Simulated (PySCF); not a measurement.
Job file and geometry (Å, from GFN2-xTB) of an NMR shielding run on SMILES CC/C(C)=C(/C)CB(F)F, C₇H₁₃BF₂, PySCF 2.14.0, density-fitted response routines, GIAO PBE0/pcSseg-1 NMR shielding, non-relativistic, gas phase; density fitting, a coarse starting grid and PySCF grid level 2 are the driver's defaults:

```
{"job": {"kind": "nmr", "xc": "PBE0", "basis": "pcSseg-1"}, "charge": 0, "multiplicity": 1}
C      2.523059    -0.675954    -0.072938
C      1.485422     0.274163    -0.676309
C      0.348397     0.518275     0.280444
C      0.604254     1.571033     1.325351
C     -0.802594    -0.154370     0.249543
C     -1.933748     0.142295     1.193794
C     -1.094048    -1.274904    -0.741468
B     -1.781034    -0.604287    -1.991998
F     -1.122813    -0.241506    -3.077031
F     -3.059308    -0.275679    -2.018516
H      2.067736    -1.633750     0.168740
H      2.938603    -0.258634     0.841431
H      3.336489    -0.846185    -0.774541
H      1.966108     1.229290    -0.899543
H      1.119431    -0.132784    -1.618254
H      1.652685     1.855963     1.330723
H      0.013202     2.464850     1.122269
H      0.337824     1.213755     2.318056
H     -1.798987    -0.398509     2.131675
H     -2.880734    -0.165882     0.758003
H     -1.990474     1.203571     1.421785
H     -0.177604    -1.795177    -1.009204
H     -1.756619    -1.988590    -0.251934
```

Task: Write the output of this run.

Result: 
```
coarse grid: 18920 points
cycle   1  E = -498.4388078837  dE =  1.048e+00  |g| = 7.311e-01  |ddm| = 4.224e+00
cycle   2  E = -498.3920486706  dE =  4.676e-02  |g| = 9.414e-01  |ddm| = 1.130e+00
cycle   3  E = -498.5442016446  dE = -1.522e-01  |g| = 8.527e-02  |ddm| = 6.382e-01
cycle   4  E = -498.5454224459  dE = -1.221e-03  |g| = 4.010e-02  |ddm| = 9.573e-02
cycle   5  E = -498.5457587989  dE = -3.364e-04  |g| = 1.455e-02  |ddm| = 4.448e-02
cycle   6  E = -498.5458067069  dE = -4.791e-05  |g| = 3.346e-03  |ddm| = 1.438e-02
cycle   7  E = -498.5458092273  dE = -2.520e-06  |g| = 4.716e-04  |ddm| = 3.656e-03
final grid: 182712 points
cycle   8  E = -498.6147623718  dE = -1.170e-04  |g| = 1.038e-02  |ddm| = 5.326e-02
cycle   9  E = -498.6147573009  dE =  5.071e-06  |g| = 1.124e-02  |ddm| = 2.055e-02
cycle  10  E = -498.6147901026  dE = -3.280e-05  |g| = 6.604e-04  |ddm| = 1.151e-02
cycle  11  E = -498.6147901749  dE = -7.232e-08  |g| = 3.938e-04  |ddm| = 1.310e-03
cycle  12  E = -498.6147902094  dE = -3.452e-08  |g| = 1.224e-04  |ddm| = 4.434e-04
cycle  13  E = -498.6147902127  dE = -3.289e-09  |g| = 4.068e-05  |ddm| = 1.449e-04
cycle  14  E = -498.6147902131  dE = -3.829e-10  |g| = 5.560e-06  |ddm| = 3.662e-05
converged SCF energy = -498.6147902131

GIAO shielding tensors (ppm)
atom      isotropic    diamagn.    paramagn.     s11        s22        s33       span
  0 C      172.765     248.295     -75.530    156.948    174.350    186.998     30.049
  1 C      153.838     248.856     -95.019    141.788    149.235    170.490     28.702
  2 C       43.721     264.438    -220.717    -68.132     47.985    151.310    219.442
  3 C      165.101     249.207     -84.106    152.402    159.864    183.037     30.635
  4 C       60.141     264.683    -204.542    -44.712     78.786    146.349    191.061
  5 C      164.153     249.017     -84.864    151.290    157.229    183.941     32.651
  6 C      163.382     254.247     -90.865    151.553    160.164    178.430     26.877
  7 B       74.958     194.373    -119.416     54.726     79.445     90.702     35.976
  8 F      249.895     468.747    -218.852     88.312    305.282    356.091    267.779
  9 F      245.918     467.126    -221.207     81.165    297.704    358.887    277.722
 10 H       30.961      31.962      -1.001     26.296     30.744     35.844      9.548
 11 H       30.599      31.022      -0.423     26.043     29.827     35.928      9.885
 12 H       30.650      29.005       1.645     26.231     27.270     38.449     12.218
 13 H       29.976      32.873      -2.897     26.599     28.382     34.948      8.349
 14 H       29.085      34.573      -5.488     24.019     29.248     33.989      9.970
 15 H       30.190      31.820      -1.630     25.563     30.225     34.781      9.218
 16 H       29.648      31.220      -1.573     25.484     27.839     35.620     10.136
 17 H       29.940      32.043      -2.104     25.661     28.951     35.207      9.547
 18 H       29.757      30.782      -1.025     25.830     27.458     35.983     10.153
 19 H       30.073      31.127      -1.054     25.191     30.255     34.773      9.582
 20 H       29.921      32.155      -2.234     25.366     29.602     34.794      9.428
 21 H       29.567      34.327      -4.760     25.179     30.025     33.497      8.317
 22 H       30.171      32.014      -1.843     26.823     28.629     35.060      8.236
```

Size and cost of the density-fitted run: 235 basis functions, 62 s wall time on 1 thread of an Arm Neoverse V1, shared host.
